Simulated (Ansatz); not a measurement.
Ge3H12Si2 (`[GeH3][SiH2][GeH2][SiH2][GeH3]`). Total charge 0; spin multiplicity 1. Geometry: relaxed with PBE0-D4/def2-TZVP. It is one conformer, not always the lowest.

```xyz
17

Ge   -0.692    2.134   -1.455
Si   -1.922    0.365   -0.447
Ge   -0.706   -1.672   -0.649
Si    1.528   -1.299    0.084
Ge    1.503   -0.214    2.200
H    -0.453    1.833   -2.945
H    -1.436    3.475   -1.340
H     0.678    2.276   -0.770
H    -2.112    0.666    0.999
H    -3.264    0.251   -1.082
H    -1.361   -2.772    0.210
H    -0.716   -2.144   -2.115
H     2.216   -0.423   -0.905
H     2.280   -2.580    0.177
H     2.928    0.052    2.715
H     0.767    1.133    2.089
H     0.763   -1.080    3.233
```

What is the dipole moment at ωB97M-V/def2-TZVPP? (An estimate is asked.)

Ansatz gave: 0.17 D, with components (-0.06, -0.15, -0.06) D in this frame, pointing from negative to positive charge.

And with PBE, r2SCAN, B3LYP? (Estimate.)

Computed: PBE 0.14 D, r2SCAN 0.14 D, B3LYP 0.18 D.

Give the Mulliken charges with ωB97M-V, PBE, B3LYP in def2-TZVPP. (Best estimate.)

Computed: 
```tsv
atom	ωB97M-V	PBE	B3LYP
Ge1	-0.09	0.04	0.02
Si2	0.04	0.01	0.08
Ge3	-0.11	0.08	0.03
Si4	0.04	0.01	0.08
Ge5	-0.09	0.04	0.02
H6	0.02	0.00	0.00
H7	0.02	0.00	-0.01
H8	0.03	0.00	0.00
H9	0.00	-0.03	-0.04
H10	-0.01	-0.05	-0.06
H11	0.03	0.00	0.00
H12	0.03	0.00	0.00
H13	0.00	-0.03	-0.04
H14	-0.01	-0.05	-0.06
H15	0.02	0.00	-0.01
H16	0.03	0.00	0.00
H17	0.02	0.00	0.00
```

B3LYP here is the variant with VWN-RPA as its local correlation; programs differ in this.
